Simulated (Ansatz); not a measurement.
Coupled-cluster diagnostics for Al₅Ru₂⁻, Ansatz.

Geometry of the singlet (PBE-D4/def2-SVPD):

```xyz
7

Ru   -1.4515   -0.1520    0.4696
Ru    0.7793   -1.2377    0.4594
Al    0.5419    1.1008    1.4024
Al   -1.7566    2.1635   -0.0119
Al    2.7859   -0.0482   -0.0349
Al   -1.0681   -2.1858   -0.9999
Al    0.1690    0.3594   -1.2846
```

In the def2 sets Ru takes a core potential; there is no spin–orbit coupling. Correlated methods freeze 25 core orbitals; core or outer-core shells of Ru are correlated, in sets that lack core-valence functions. Another isomer (singlet) lies 0.51 eV lower at PBE0-D4/def2-TZVPD; other spin states weren't run for this one.

(1) Estimate the CCSD(T) correlation energy, the shares of MP2 and (T), T1 and the reference's ⟨S²⟩ for: charge -1, singlet, own geometry in def2-SVPD; and the rough time on 4 threads of Intel Xeon on a shared host.

Results:

(1) 
```
                           state      basis  correlation (eV)  MP2 share (%)  (T) share (%)     T1  ⟨S²⟩ (pure)  wall time                            remarks
charge -1, singlet, own geometry  def2-SVPD           -38.648          107.3            8.8  0.080  0.00 (0.00)    8.6 min  large T1, restricted SCF unstable
```
Customary marks for T1 are 0.02 (closed shells), 0.045 (open shells) and about 0.05 (3d metals). T1 exceeds 0.02 in 1 of 1 rows and 0.045 in 1; the higher it lies, the less the single-reference result can be trusted.
